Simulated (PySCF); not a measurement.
Species: C6H12SSi2.
Geometry (PBE0-D3(BJ)/def2-SVP, Å), atoms numbered from 1 in this order:
```xyz
21
C6H12SSi2 angstrom
C      1.9103    2.7078   -0.3499
C      1.3486    1.6366   -0.2100
Si     0.5296    0.0080    0.0076
S      1.6767   -1.2052    1.3677
Si     3.6179   -0.9651    0.4712
C     -1.1819    0.2025    0.7360
C     -2.0053   -1.1128    0.7597
C     -2.7298   -0.6463   -0.5174
C     -2.2206    0.7844   -0.2592
H      2.4042    3.6556   -0.4726
H      0.4822   -0.6480   -1.3336
H      3.5134   -1.0498   -1.0165
H      4.4534   -2.0875    0.9864
H      4.2423    0.3354    0.8478
H     -1.0809    0.7307    1.6980
H     -2.6768   -1.1465    1.6312
H     -1.4587   -2.0686    0.7188
H     -2.2827   -1.0820   -1.4239
H     -3.8184   -0.7962   -0.5667
H     -1.8481    1.3586   -1.1232
H     -2.9653    1.4060    0.2610
```

All values: PBE0/pcSseg-1 (PySCF, non-relativistic), on one gas-phase PBE0-D3(BJ)/def2-SVP geometry that isn't relaxed in the solvent. The solvent is an IEF-PCM continuum (cavity from Bondi-type radii × 1.2). The model holds no explicit solvent molecules, cavitation or dispersion.

Gas phase at PBE0/pcSseg-1: HOMO -7.34 eV, LUMO -0.54 eV, dipole 1.65 D.

Question: What does the continuum do to the energy, the frontier levels and the dipole at PBE0/pcSseg-1 in chloroform and dimethylsulfoxide?

Answer: 
| solvent | ε | E(solvent) − E(gas) (kJ/mol) | polarisation term (kJ/mol) | distortion of the solute (kJ/mol) | HOMO (eV) | LUMO (eV) | dipole (D) |
| --- | --- | --- | --- | --- | --- | --- | --- |
| chloroform | 4.711 | -11.96 | -13.02 | 1.06 | -7.45 | -0.55 | 1.99 |
| dimethylsulfoxide | 46.83 | -16.88 | -19.07 | 2.19 | -7.51 | -0.58 | 2.14 |

The polarisation term is half the interaction of the solute with the surface charges that it induces; the rest is the cost of distorting the solute's density. The sum is the electrostatic part of solvation alone. From chloroform to dimethylsulfoxide the lowering changes by a factor 1.41, Onsager's factor (ε − 1)/(2ε + 1) by 1.36 and ε itself by 9.9.

Question: Which radius a makes the point-dipole formula ΔE = −[(ε − 1)/(2ε + 1)]·μ²/a³ give the value in dimethylsulfoxide, with the gas-phase dipole?

Answer: μ = 0.648 au and |ΔE| = 0.00643 Eh give a = 1.67 Å; the farthest nucleus lies 5.00 Å from the centroid of the nuclei, so such a sphere wouldn't even hold the nuclei. The formula assumes a rigid point dipole at the centre of a sphere.

Question: Give the dipole vector in the frame of the coordinates (D, pointing from negative to positive charge), gas and dimethylsulfoxide.

Answer: Gas (-0.48, 1.33, -0.84), solvent (-0.51, 1.68, -1.21). Its length changes by +30 % and its direction by 5°.

Question: Which Hirshfeld charges (PBE0/pcSseg-1) respond most in chloroform (means over atoms taken as equivalent)?

Answer: 
```json
{"atoms": "S4", "environment": "sulfur bonded to 2 Si", "gas (e)": "-0.168", "solvent (e)": "-0.187", "change": "-0.019"}
{"atoms": "H10", "environment": "alkyne hydrogen", "gas (e)": "+0.103", "solvent (e)": "+0.114", "change": "+0.011"}
{"atoms": "C2", "environment": "alkyne carbon", "gas (e)": "-0.155", "solvent (e)": "-0.165", "change": "-0.010"}
{"atoms": "H21", "environment": "methylene hydrogen", "gas (e)": "+0.042", "solvent (e)": "+0.044", "change": "+0.002"}
{"atoms": "H16", "environment": "methylene hydrogen", "gas (e)": "+0.042", "solvent (e)": "+0.044", "change": "+0.002"}
{"atoms": "H11", "environment": "Si–H hydrogen", "gas (e)": "-0.073", "solvent (e)": "-0.071", "change": "+0.002"}
{"atoms": "H12/H13/H14", "environment": "Si–H hydrogen", "gas (e)": "-0.072", "solvent (e)": "-0.070", "change": "+0.002"}
{"atoms": "H15", "environment": "methine hydrogen", "gas (e)": "+0.039", "solvent (e)": "+0.041", "change": "+0.002"}
```

Question: How do the nuclear quadrupole coupling constants eQVzz/h respond in chloroform?

Answer: 
```csv
nucleus,Q (barn),gas (MHz),solvent (MHz),η gas,η solvent
33S at S4,-0.06781,27.13,26.41,0.55,0.55
```
